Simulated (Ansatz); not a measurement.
`[GaH2][AsH2]` + H–F → `[F][GaH2]` + `[AsH3]` at 298.15 K and 1 bar (cleavage of the Ga–As bond).

Isolated molecules relaxed with PBE0-D4/def2-TZVP in Ansatz; ΔE leaves out vibrations. CBS: MP2 limit from def2 TZ/QZ plus the TZ coupled-cluster correction, frozen cores. This one scheme is used for every species. For As, Ga outer-core shells are correlated without core-valence functions, which leaves a few kJ/mol of doubt a bond. Scalar relativity is left out up to krypton.

```
       species  CCSD(T)/CBS energy (Eh)  H − E (kJ/mol)  S (J/(mol·K))
`[GaH2][AsH2]`              -4161.33979            90.7          303.5
           H–F               -100.39570            33.5          173.6
   `[F][GaH2]`              -2024.95631            51.0          253.1
      `[AsH3]`              -2236.79077            67.8          222.9
```

H − E and S are ideal-gas, rigid-rotor, harmonic terms from PBE0-D4/def2-TZVP. 1 Eh = 2625.50 kJ/mol, R = 8.31446 J/(mol·K).

**Question.** By hand: ΔE, ΔH, ΔS and ΔG.

**Answer.** ΔE = (-2024.95631) + (-2236.79077) − (-4161.33979) − (-100.39570) = -0.01159 Eh = -30.4 kJ/mol. Δ(H − E) = 51.0 + 67.8 − 90.7 − 33.5 = -5.4, so ΔH = -35.8 kJ/mol. ΔS = 253.1 + 222.9 − 303.5 − 173.6 = -1.1 J/(mol·K). ΔG = -35.8 − 298.15 × (-1.1)/1000 = -35.5 kJ/mol.

**Question.** By hand: the equilibrium constant, and the temperature at which ΔG would vanish if ΔH and ΔS stayed fixed.

**Answer.** log₁₀ K = −ΔG/(RT ln 10) = 6.2. ΔG = 0 at ΔH/ΔS = 32545 K, far beyond where these terms or the molecules hold.

The number of gas molecules stays the same, so ΔS is small and ΔH decides. A doubt of 5 kJ/mol in ΔE shifts log₁₀ K by 0.9 here. These are equilibria of isolated gas molecules and say nothing of rates. Largest T1 diagnostic: 0.014 (customary marks: 0.02 for closed shells, 0.045 for open ones).
